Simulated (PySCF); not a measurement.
Ligands exchanged one at a time, Al CH3-SiH3. All species are isolated molecules in the gas phase. Strings in code marks are SMILES.

The numbers are results of r2SCAN-D4/def2-TZVP run with PySCF 2.14.0, not measurements. Excitations are Tamm–Dancoff values on a coarser integration grid. The basis has no diffuse functions, so Rydberg states are missing or too high.

| species | HOMO–LUMO gap (eV) | T1 excitation (TDA) (eV) | S1 oscillator strength | S1 excitation (TDA) (eV) | dipole moment (D) |
|---|---|---|---|---|---|
| 0 of 3 CH3 replaced by SiH3 | 5.77 | 5.36 | 0.000 | 5.75 | 0.00 |
| 1 of 3 CH3 replaced by SiH3 (`[CH3][Al]([CH3])[SiH3]`) | 4.41 | … | 0.015 | 4.61 | 1.39 |
| 2 of 3 CH3 replaced by SiH3 | … | … | … | 3.80 | 1.10 |
| 3 of 3 CH3 replaced by SiH3 (`[SiH3][Al]([SiH3])[SiH3]`) | 3.31 | 2.76 | 0.000 | 3.41 | … |

Task: Fill in the missing entries.

Result: 
- 1 of 3 CH3 replaced by SiH3 (`[CH3][Al]([CH3])[SiH3]`), T1 excitation (TDA) (eV): 3.72
- 2 of 3 CH3 replaced by SiH3, HOMO–LUMO gap (eV): 3.64
- 2 of 3 CH3 replaced by SiH3, T1 excitation (TDA) (eV): 3.04
- 2 of 3 CH3 replaced by SiH3, S1 oscillator strength: 0.000
- 3 of 3 CH3 replaced by SiH3 (`[SiH3][Al]([SiH3])[SiH3]`), dipole moment (D): 0.18
